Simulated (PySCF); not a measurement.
## Vertical excitation energies

Compound: CH2B3F3O3S.
SMILES: `FC(F)(F)SB1OBOBO1`

Computed, not measured: PySCF, TDDFT B3LYP/def2-SVPD, vertical, gas phase, core orbitals frozen in the response. Isolated species at its PBE0-D3(BJ)/def2-SVP geometry (one conformer only). Torsions of this conformer, `[F:1][C:2]([F:3])([F:4])[S:5][B:6]1[O:7][BH:8][O:9][BH:10][O:11]1`: F1–C2–S5–B6 62°, C2–S5–B6–O7 1°.

Problem. What does the calculation give for the low-lying excited states?

Solution. 

```json
{"state": "S1", "E (eV)": "6.32", "λ (nm)": "196.2", "f": "0.0005", "|μ| (D)": "0.15", "main configurations (H = HOMO, L = LUMO)": "H→L (100%)"}
{"state": "S2", "E (eV)": "6.46", "λ (nm)": "191.9", "f": "0.0034", "|μ| (D)": "0.37", "main configurations (H = HOMO, L = LUMO)": "H→L+2 (96%)"}
{"state": "S3", "E (eV)": "6.56", "λ (nm)": "189.1", "f": "0.220", "|μ| (D)": "2.98", "main configurations (H = HOMO, L = LUMO)": "H→L+1 (95%)"}
{"state": "S4", "E (eV)": "7.20", "λ (nm)": "172.2", "f": "0.037", "|μ| (D)": "1.17", "main configurations (H = HOMO, L = LUMO)": "H→L+3 (97%)"}
{"state": "S5", "E (eV)": "7.31", "λ (nm)": "169.7", "f": "0.0000", "|μ| (D)": "0.01", "main configurations (H = HOMO, L = LUMO)": "H-1→L (84%), H-3→L (12%)"}
{"state": "S6", "E (eV)": "7.38", "λ (nm)": "168.1", "f": "0.021", "|μ| (D)": "0.87", "main configurations (H = HOMO, L = LUMO)": "H-2→L (98%)"}
{"state": "S7", "E (eV)": "7.51", "λ (nm)": "165.2", "f": "0.017", "|μ| (D)": "0.77", "main configurations (H = HOMO, L = LUMO)": "H-1→L+1 (93%)"}
{"state": "S8", "E (eV)": "7.56", "λ (nm)": "164.1", "f": "0.0007", "|μ| (D)": "0.16", "main configurations (H = HOMO, L = LUMO)": "H-2→L+1 (94%)"}
{"state": "S9", "E (eV)": "8.04", "λ (nm)": "154.3", "f": "0.0041", "|μ| (D)": "0.37", "main configurations (H = HOMO, L = LUMO)": "H→L+4 (84%), H-1→L+2 (13%)"}
{"state": "S10", "E (eV)": "8.14", "λ (nm)": "152.3", "f": "0.017", "|μ| (D)": "0.74", "main configurations (H = HOMO, L = LUMO)": "H→L+5 (86%)"}
```

Triplets, Tamm–Dancoff:

```json
{"state": "T1", "E (eV)": "5.72", "λ (nm)": "216.8", "main configurations (H = HOMO, L = LUMO)": "H→L+1 (94%)"}
{"state": "T2", "E (eV)": "5.83", "λ (nm)": "212.5", "main configurations (H = HOMO, L = LUMO)": "H→L+2 (95%)"}
{"state": "T3", "E (eV)": "6.25", "λ (nm)": "198.3", "main configurations (H = HOMO, L = LUMO)": "H→L (99%)"}
{"state": "T4", "E (eV)": "6.85", "λ (nm)": "181.0", "main configurations (H = HOMO, L = LUMO)": "H-2→L (84%)"}
```

The lowest singlet lies at 6.32 eV (196 nm, vacuum ultraviolet) and is very weak; its leading configuration is HOMO→LUMO (100%). The most intense listed level is S3 at 6.56 eV (189 nm, f = 0.220), 0.24 eV above S1. Löwdin shares by element: HOMO sulfur 70%, boron 10% or more, carbon 6% (atoms not listed hold the other 15%); LUMO boron 55% or more, oxygen 23% or more (atoms not listed hold the other 22%). The oscillator strengths of these states sum to 0.322; summed over the whole spectrum of an exact calculation they would give the number of electrons, 90 (Thomas–Reiche–Kuhn). The listed states span 1.82 eV, and the widest gap between neighbours is 0.64 eV (S3 to S4). Weighted by f, the mean energy of these states is 6.84 eV. Only the lowest 10 singlets were computed, as vertical energies without vibronic structure.

On an Arm Neoverse V2 with one thread, shared host, this took 77 s (with the writing of density and orbital grids) and 1.0 GiB of memory at its peak.
